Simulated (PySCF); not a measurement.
PySCF input file for C3H9Ge, SMILES [CH3][Ge]([CH3])[CH3] (connectivity only; charge and spin as stated), charge +1, multiplicity 1, PBE-D3(BJ)/def2-SVP. Coordinates come from a PBE-D3(BJ)/def2-SVP optimisation. The spin state was assumed, not searched. The isomer is the one that the SMILES or the coordinates give; other isomers of the formula were not compared.

```python
import numpy as np
from pyscf import gto, scf, dft, df
from pyscf.hessian import thermo

mol = gto.M(
    atom='''
    C    -0.39079926    1.86913315    0.23983644
    Ge   -0.00000320   -0.00001059   -0.00021295
    C     1.82367029   -0.61400471    0.03564681
    C    -1.43286485   -1.25513022   -0.27511173
    H     0.52604188    2.47715346    0.34726257
    H    -1.03108057    1.97989314    1.14243392
    H    -0.99225934    2.22332340   -0.62503702
    H     2.39652030   -0.07173085   -0.74769111
    H     1.90008679   -1.70574733   -0.11943358
    H     2.27198863   -0.33209111    1.01330706
    H    -1.28627565   -1.74265344   -1.26392393
    H    -1.35916660   -2.05659463    0.49129491
    H    -2.42579021   -0.77120331   -0.23362772
    ''',
    basis='def2-SVP',
    charge=1,
    spin=0,
    max_memory=1600,
    verbose=3,
)
mf = dft.RKS(mol, xc='pbe').density_fit(auxbasis='def2-universal-jkfit')
mf.disp = 'd3bj'
mf.grids.level = 3
mf.conv_tol = 1e-11
mf.max_cycle = 100
mf.kernel()

# [left out here: the lines that compute and print the analytic Hessian (its translational invariance restored by hand, since the grid's response is missing), thermochemistry and intensities]
```

It prints:

```
converged SCF energy = -2195.6482953687

WARN: DFTD3 does not support analytical Hessian, using finite difference


WARN: Mole.unit (angstrom) is changed to Bohr

Mode                                 0                   1                   2
Irrep
Freq [cm^-1]                       17.0299             18.7699             52.1044
Reduced mass [au]                   1.0432              1.0434              1.0611
Force const [Dyne/A]                0.0002              0.0002              0.0017
Char temp [K]                      24.5022             27.0057             74.9666
Normal mode                   x     y     z       x     y     z       x     y     z
       0   C                 0.00  0.01 -0.04   -0.00 -0.00  0.00   -0.00  0.00 -0.02
       1  Ge                 0.00 -0.00 -0.00    0.00  0.00 -0.00   -0.00 -0.00  0.02
       2   C                -0.00 -0.00  0.02    0.00  0.00 -0.04    0.00  0.00 -0.02
       3   C                -0.00 -0.00  0.02   -0.00 -0.00  0.04   -0.00  0.01 -0.02
       4   H                 0.00  0.02 -0.14   -0.01 -0.05  0.39   -0.01 -0.03  0.25
       5   H                 0.08  0.03  0.01   -0.38 -0.00 -0.27   -0.28  0.02 -0.23
       6   H                -0.07 -0.03 -0.01    0.39  0.07 -0.24    0.29  0.03 -0.22
       7   H                 0.12  0.23  0.27    0.08  0.23  0.18   -0.12 -0.20 -0.26
       8   H                 0.02  0.04 -0.26    0.02  0.04 -0.32   -0.01 -0.03  0.24
       9   H                -0.15 -0.30  0.18   -0.10 -0.27  0.09    0.15  0.27 -0.17
      10   H                -0.23  0.34 -0.18    0.05 -0.14  0.12   -0.14  0.27 -0.18
      11   H                 0.24 -0.26 -0.27   -0.07  0.10  0.15    0.15 -0.19 -0.25
      12   H                -0.02 -0.06  0.41    0.00  0.01 -0.08   -0.01 -0.04  0.24
Mode                                 3                   4                   5
Irrep
Freq [cm^-1]                      162.7154            171.4342            171.5532
[...]
       1  Ge                -0.00  0.00 -0.00   -0.00 -0.00 -0.00   -0.00  0.00 -0.00
       2   C                 0.00  0.01 -0.00    0.01 -0.04 -0.01   -0.00 -0.01  0.03
       3   C                -0.04  0.02  0.00    0.01 -0.00  0.00   -0.01  0.01 -0.05
       4   H                -0.18  0.21  0.11   -0.14  0.17 -0.00    0.01  0.03 -0.28
       5   H                 0.34  0.02  0.24    0.25 -0.03  0.19   -0.13 -0.14 -0.06
       6   H                 0.28 -0.00 -0.21    0.28  0.04 -0.18    0.09  0.14  0.01
       7   H                -0.05 -0.03 -0.06    0.16  0.34  0.35    0.08 -0.10  0.02
       8   H                 0.05  0.00  0.06   -0.36 -0.06  0.03   -0.05  0.03 -0.29
       9   H                -0.03 -0.10  0.04    0.22  0.35 -0.21   -0.01  0.24 -0.05
      10   H                 0.19 -0.36  0.22   -0.10  0.14 -0.08    0.39 -0.15  0.10
      11   H                 0.21 -0.28 -0.32   -0.06  0.10  0.11   -0.31 -0.00 -0.02
      12   H                 0.12  0.30  0.06   -0.05 -0.12 -0.06   -0.00 -0.04  0.59
Mode                                21                  22                  23
Irrep
Freq [cm^-1]                     1349.6280           1355.1199           1357.6220
Reduced mass [au]                   1.0578              1.0558              1.0416
Force const [Dyne/A]                1.1352              1.1423              1.1312
Char temp [K]                    1941.8142           1949.7158           1953.3158
Normal mode                   x     y     z       x     y     z       x     y     z
       0   C                 0.00 -0.01  0.05   -0.03 -0.02  0.00    0.01  0.01 -0.03
       1  Ge                 0.00  0.00  0.00    0.00  0.00 -0.00    0.00  0.00 -0.00
       2   C                 0.00  0.01 -0.04   -0.00  0.04  0.01    0.00  0.00 -0.03
       3   C                -0.00  0.00 -0.00    0.03 -0.01 -0.01    0.00  0.00 -0.03
       4   H                 0.02  0.06 -0.51   -0.16  0.19 -0.02    0.02 -0.09  0.41
       5   H                -0.22 -0.22 -0.09    0.26 -0.02  0.20    0.11  0.21  0.03
       6   H                 0.19  0.24  0.01    0.30  0.07 -0.19   -0.21 -0.23  0.03
       7   H                -0.13  0.27  0.05   -0.10 -0.24 -0.25   -0.10  0.26  0.08
       8   H                -0.01 -0.07  0.51    0.24  0.05 -0.00   -0.05 -0.06  0.40
       9   H                 0.09 -0.33  0.02   -0.13 -0.27  0.15    0.12 -0.23 -0.01
      10   H                 0.01 -0.04  0.02   -0.07  0.25 -0.15    0.25 -0.01  0.02
      11   H                 0.02 -0.01 -0.02   -0.26  0.21  0.24   -0.28  0.04  0.04
      12   H                 0.01  0.02  0.01   -0.09 -0.25  0.10   -0.03 -0.09  0.39
Mode                                24                  25                  26
Irrep
Freq [cm^-1]                     2967.1220           2967.2101           2971.5138
Reduced mass [au]                   1.0349              1.0349              1.0353
Force const [Dyne/A]                5.3683              5.3685              5.3862
Char temp [K]                    4269.0280           4269.1546           4275.3467
Normal mode                   x     y     z       x     y     z       x     y     z
       0   C                 0.02 -0.03 -0.01    0.00 -0.01 -0.00    0.02 -0.02 -0.00
       1  Ge                 0.00  0.00  0.00   -0.00  0.00  0.00    0.00 -0.00 -0.00
       2   C                 0.01  0.00  0.00    0.04  0.00  0.00   -0.03 -0.00 -0.00
       3   C                -0.01 -0.02 -0.01    0.01  0.03  0.01    0.01  0.02  0.01
       4   H                 0.29  0.18  0.03    0.06  0.04  0.01    0.21  0.13  0.02
       5   H                -0.30  0.05  0.43   -0.06  0.01  0.09   -0.21  0.03  0.30
       6   H                -0.26  0.15 -0.38   -0.05  0.03 -0.08   -0.18  0.10 -0.27
       7   H                -0.08 -0.08  0.12   -0.24 -0.23  0.34    0.18  0.18 -0.26
       8   H                -0.00  0.11  0.02   -0.01  0.32  0.05    0.01 -0.25 -0.04
       9   H                -0.06 -0.04 -0.15   -0.19 -0.12 -0.43    0.14  0.09  0.33
      10   H                -0.05  0.15  0.31    0.06 -0.17 -0.36    0.05 -0.16 -0.33
      11   H                -0.02  0.23 -0.22    0.03 -0.26  0.26    0.03 -0.24  0.24
      12   H                 0.20 -0.11 -0.01   -0.23  0.12  0.01   -0.22  0.12  0.01
Mode                                27                  28                  29
Irrep
Freq [cm^-1]                     3057.3693           3057.4602           3057.8515
Reduced mass [au]                   1.0992              1.0991              1.1006
Force const [Dyne/A]                6.0536              6.0537              6.0632
Char temp [K]                    4398.8736           4399.0045           4399.5675
Normal mode                   x     y     z       x     y     z       x     y     z
       0   C                 0.00  0.01 -0.05    0.00  0.01 -0.05    0.00  0.01 -0.05
       1  Ge                 0.00 -0.00  0.00    0.00 -0.00 -0.00   -0.00 -0.00 -0.00
       2   C                -0.01 -0.01  0.07    0.00  0.00 -0.03    0.00  0.01 -0.04
       3   C                 0.00  0.00 -0.01   -0.00 -0.01  0.06    0.00  0.01 -0.06
       4   H                -0.02 -0.01 -0.01   -0.02 -0.01 -0.01   -0.02 -0.01 -0.01
       5   H                -0.22  0.04  0.30   -0.25  0.05  0.33   -0.21  0.04  0.28
       6   H                 0.21 -0.12  0.29    0.24 -0.14  0.33    0.20 -0.12  0.28
       7   H                 0.29  0.27 -0.38   -0.11 -0.11  0.15   -0.17 -0.16  0.22
       8   H                -0.00 -0.01  0.01    0.00  0.00 -0.00    0.00  0.01 -0.01
       9   H                -0.23 -0.14 -0.48    0.09  0.06  0.19    0.13  0.08  0.28
      10   H                -0.01  0.04  0.07    0.06 -0.21 -0.41   -0.06  0.21  0.40
      11   H                 0.01 -0.06  0.06   -0.03  0.35 -0.32    0.03 -0.35  0.32
      12   H                -0.01  0.00 -0.00    0.03 -0.02  0.01   -0.03  0.02 -0.01
Mode                                30                  31                  32
Irrep
Freq [cm^-1]                     3119.4649           3119.5218           3120.2195
Reduced mass [au]                   1.1058              1.1058              1.1055
Force const [Dyne/A]                6.3401              6.3402              6.3414
Char temp [K]                    4488.2155           4488.2974           4489.3012
Normal mode                   x     y     z       x     y     z       x     y     z
       0   C                 0.07  0.02  0.01    0.00 -0.00  0.00    0.05  0.02  0.00
       1  Ge                 0.00 -0.00 -0.00    0.00  0.00  0.00   -0.00  0.00  0.00
       2   C                 0.01  0.03  0.00    0.01  0.06  0.01   -0.01 -0.05 -0.01
       3   C                 0.03 -0.02 -0.00   -0.05  0.04  0.00   -0.04  0.04  0.00
       4   H                -0.60 -0.40 -0.07   -0.00 -0.00 -0.00   -0.38 -0.25 -0.04
       5   H                -0.12  0.03  0.18    0.00 -0.00 -0.00   -0.08  0.02  0.12
       6   H                -0.13  0.09 -0.21   -0.00 -0.00 -0.00   -0.09  0.06 -0.13
       7   H                -0.06 -0.05  0.08   -0.10 -0.09  0.15    0.09  0.08 -0.13
       8   H                 0.02 -0.32 -0.04    0.04 -0.61 -0.09   -0.03  0.50  0.07
       9   H                -0.04 -0.02 -0.09   -0.08 -0.04 -0.18    0.07  0.04  0.15
      10   H                -0.01  0.04  0.09    0.02 -0.07 -0.16    0.02 -0.07 -0.14
      11   H                -0.00  0.08 -0.08    0.01 -0.15  0.15    0.01 -0.13  0.13
      12   H                -0.30  0.15  0.01    0.54 -0.26 -0.02    0.46 -0.23 -0.02
temperature 298.1500 [K]
pressure 101325.00 [Pa]
Rotational constants [GHz] 5.15296 5.15231 2.70932
Symmetry number 1
Zero-point energy (ZPE) 0.10484 [Eh]   275262.788 [J/mol]
                           tot       elec      trans        rot        vib
Entropy [J/mol/K]       398.025      0.000    168.216    108.387    121.421
Cv [J/mol/K]            110.976      0.000     12.472     12.472     86.032
Cp [J/mol/K]            119.290      0.000     20.786     12.472     86.032
Internal energy [J/mol]                      3718.434   3718.434 290104.831
Internal energy [Eh]   -2195.53497  -2195.64830
Enthalpy [J/mol]                             6197.391   3718.434 290104.831
Enthalpy [Eh]          -2195.53402
Gibbs free energy [J/mol]                  -43956.294 -28597.168 253903.107
Gibbs free energy [Eh] -2195.57922
static polarisability / bohr^3: [[64.432 -0.22   1.535]
 [-0.22  64.056  3.262]
 [ 1.535  3.263 42.19 ]]
largest difference of analytic and finite-field dipole derivatives / e: 0.0005234844371428959
mode   freq/cm-1   IR/(km/mol)   Raman/(A^4/amu)   depolarisation
   1       17.03         0.005             0.307            0.750
   2       18.77         0.008             0.305            0.750
   3       52.10         3.338             0.009            0.750
   4      162.72         0.031             0.036            0.750
   5      171.43         0.714             3.812            0.750
   6      171.55         0.716             3.768            0.750
   7      557.59         0.000            39.192            0.078
   8      634.66        18.316             5.062            0.750
   9      634.97        19.042             5.273            0.749
  10      640.20         2.342             0.859            0.702
  11      640.65         2.983             1.030            0.739
  12      715.05         0.000             1.542            0.074
  13      791.02        46.090             0.009            0.743
  14      828.42        58.411             0.967            0.750
  15      828.48        58.373             0.972            0.750
  16     1200.81        28.922             1.765            0.750
  17     1200.84        28.857             1.771            0.750
  18     1209.97         0.001             2.154            0.532
  19     1347.20        11.807            10.055            0.750
  20     1347.35        11.678            10.131            0.750
  21     1349.42         0.189            10.425            0.745
  22     1349.63         0.164            10.379            0.750
  23     1355.12         0.134            14.398            0.590
  24     1357.62        37.743             0.112            0.659
  25     2967.12        39.623            11.821            0.746
  26     2967.21        39.623            11.749            0.748
  27     2971.51         0.005           475.792            0.000
  28     3057.37         0.229           126.326            0.750
  29     3057.46         0.805           125.296            0.746
  30     3057.85        37.336             3.404            0.750
  31     3119.46        15.372            89.259            0.750
  32     3119.52        15.376            89.434            0.750
  33     3120.22         0.039            50.007            0.625
max |gradient| / (hartree/bohr): 3.2321149234994524e-05
APT charges: [-0.3983  1.3785 -0.3983 -0.3983  0.0783  0.0976  0.0963  0.0967  0.0782
  0.0972  0.0977  0.0961  0.0783]
```

The calculation finished and met its thresholds.
